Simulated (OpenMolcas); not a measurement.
# Ce3+: ligand-field states by method

Ce3+ with 6 ligands (chloride) in trigonal antiprismatic coordination (D3d) at 2.77 Å, a polar angle of 50.4° against the regular 54.74°. A charge of +0.5 e stands 2.6 Å behind each ligand. Ligand basis ANO-RCC-VDZP.
```
Ce    0.0000    0.0000    0.0000
Cl    0.0000    2.1330    1.7673
Cl   -1.8472   -1.0665    1.7673
Cl    1.8472   -1.0665    1.7673
Cl    0.0000   -2.1330   -1.7673
Cl    1.8472    1.0665   -1.7673
Cl   -1.8472    1.0665   -1.7673
```

```json
{"Program": "OpenMolcas 26.06", "Basis": "ANO-RCC-VDZP [7s6p4d2f1g]", "Scalar Hamiltonian": "DKH2, point nucleus", "Active space": "1 electron in 7 orbitals (4f)", "State averaging": "2S+1 = 2 odd, 7 roots", "Spin-orbit coupling": "RASSI with atomic mean-field integrals over the reference wave functions"}
```

I. CASSCF
II. SS-CASPT2, IPEA 0.25 Eh, imaginary shift 0.1 Eh (closed shells correlated: 5s 5p and the ligand valence shells)

Spin-free states (labels of D3, the rotations of D3d) in cm-1, each column counted from its own energy of the first state listed:

```csv
State,Degeneracy,I,II
2A2,1,0,0
2A1,1,117,210
2E,2,341,160
2A2,1,670,730
2E,2,906,810
```

With spin-orbit coupling the lowest J multiplet is 516 (I), 457 (II) cm-1 wide, a factor of 0.89 from I to II.

χT at 300 K: I 0.65, II 0.66 cm3 K/mol.

Roots that are degenerate in the reference are averaged as groups; the widest CASPT2 spread within a group is 16 cm-1 (the 2-fold group of multiplicity 2 near 815 cm-1 above the lowest state of its run, II). Shifts and gaps below about the spread of the groups concerned are not significant. Over all roots computed the reference weight is 0.67 in II; a low but even weight reflects the number of correlated electrons. Splittings of an f shell from a small cluster at a set distance can be off by tens of per cent, mostly too small (holds for II). No measured value stands beside these numbers; the geometry is a model, was not optimised and need not be the one that this ion takes.
